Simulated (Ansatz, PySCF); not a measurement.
Reaction (SMILES): O=[Si](F)F + H+ -> [OH+]=[Si](F)F
Structures are relaxed separately at B3LYP-D3(BJ)/def2-TZVP in Ansatz (a quantum-chemistry and plane-wave program).
Geometry of the first species:
SMILES: O=[Si](F)F
```xyz
4

Si     0.1224    -0.0385    -0.0248
O      1.5315    -0.4819    -0.3108
F     -0.6987    -0.2461     1.2977
F     -0.8530     0.7344    -0.9829
```
Charge 0, spin multiplicity 1.

Wanted: proton affinity (enthalpy at 298 K, with B3LYP-D3(BJ) rigid-rotor harmonic-oscillator terms from PySCF), positive where the reaction releases energy, in kcal/mol. Cores are frozen in the correlated levels unless marked. Spin-orbit coupling is left out. No relativistic terms. Basis-set limits of correlation are two-point, X^-3; Hartree-Fock from the larger set. The bracket is a focal-point correction in the basis named.

RI-MP2/CBS(cc-pV(T+d)Z,cc-pV(Q+d)Z)+[CCSD(T)-MP2]/cc-pV(T+d)Z (Ansatz) gives 184.2 kcal/mol.

**Question.** Another calculation gave 181.5 kcal/mol. Which level was it?
A. SVWN5/def2-TZVPD (Ansatz)
B. r2SCAN0/def2-TZVPD (Ansatz)
C. HF/def2-TZVPD (PySCF)
D. B2PLYP/def2-TZVPD (Ansatz)

**Answer.** D, B2PLYP/def2-TZVPD (Ansatz). The others give 186.0 (r2SCAN0), 193.5 (HF), 175.3 (SVWN5) kcal/mol.
